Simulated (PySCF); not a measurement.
Gas-phase reaction: In(CH₃)₂NH₂ + 5 C₃H₈ ⇌ InH₃ + 4 C₄H₁₀ (n-butane) + CH₃NH₂, at 1600 K and a standard pressure of 1 bar. Level: ωB97M-V/def2-TZVP†.

Energies from PySCF, thermal terms from the rigid-rotor harmonic-oscillator model, ideal gas at 1 bar. S°(298 K) at PBE0/def2-TZVP differs from the NASA 1993 table for C₄H₁₀ (n-butane) (-9 J/mol/K); whether the harmonic model or the table's entry is off was not settled. † marks an energy on the PBE0/def2-TZVP geometry and frequencies. All species are closed-shell singlets. In: scalar-relativistic def2 core potential, no spin-orbit coupling. Methyl groups turn as free rotors in In(CH₃)₂NH₂. In(CH₃)₂NH₂, InH₃: computed as isolated molecules; such fragments, hydroxides, amides, oligomers or adducts are transient or little studied in the gas. The harmonic model lacks anharmonicity and excited electronic states, which grow with temperature; levels with a mode under 35 cm⁻¹ are left out. Internal rotation in C₃H₈, C₄H₁₀ (n-butane), CH₃NH₂ is treated as a harmonic vibration of one conformer, which makes the entropy rough. Soft modes under 120 cm⁻¹ make the harmonic entropy rough for In(CH₃)₂NH₂.

| species | E (Ha) | H(1600 K) − E (kJ/mol) | S°(1600 K) (J/mol/K) |
|---|---|---|---|
| In(CH₃)₂NH₂ | -325.83554 | 521.1 | 670.9 |
| C₃H₈ | -119.09602 | 495.8 | 505.1 |
| InH₃ | -191.82440 | 142.6 | 334.9 |
| C₄H₁₀ (n-butane) | -158.40026 | 637.1 | 608.3 |
| CH₃NH₂ | -95.83705 | 308.5 | 386.9 |
E: electronic energy; H − E holds the zero-point and thermal terms. 1 Ha = 2625.5 kJ/mol.

### Question
Work out ΔH°, ΔS°, ΔG° and log10 K from these numbers.

### Answer
1. ΔE = 1×(-191.82440) + 4×(-158.40026) + 1×(-95.83705) − 1×(-325.83554) − 5×(-119.09602) = 0.05315 Ha = 139.5 kJ.
2. Δ(H − E) = 1×(142.6) + 4×(637.1) + 1×(308.5) − 1×(521.1) − 5×(495.8) = -0.6 kJ, so ΔH° = 138.9 kJ.
3. ΔS° = 1×(334.9) + 4×(608.3) + 1×(386.9) − 1×(670.9) − 5×(505.1) = -41.4 J/K; the number of gas molecules stays the same.
4. ΔG° = ΔH° − TΔS° = 138.9 − 1600×(-41.4)/1000 = 205.1 kJ.
5. log10 K = −ΔG°/(RT ln 10) = -6.70, with RT ln 10 = 30.63 kJ/mol; at standard pressures the reactants are favoured.
6. A shift of 10 kJ in ΔE would move log10 K by 0.33 here.
For scale, ΔH°(298 K) is 128 kJ at this level, 123 kJ at ωB97X-V/def2-TZVP†, and runs from 99 to 161 kJ over the 15 levels computed.
